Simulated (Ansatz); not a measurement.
A structure relaxed at B3LYP-D4/def2-SVP in Ansatz, charge 0, doublet:

```xyz
5

Cu   -1.018    0.851    0.150
Cu    0.142   -1.319    0.159
I     0.754    2.400   -0.561
I     2.415   -0.708   -0.548
I    -2.293   -1.224    0.800
```

Task: Give its formula and point group.

Result: Cu₂I₃ (the lowest doublet isomer of a short search). Point group C2v (tolerance 0.1 Å).

Task: Summarise the bond lengths by kind (pairs closer than 1.2 times the sum of covalent radii, bridged metal pairs left out).

Result: 4 × Cu–I 2.46 to 2.52 Å.

In the def2 sets I takes a core potential; there is no spin–orbit coupling. The structure comes from a short search, and lower isomers may exist.
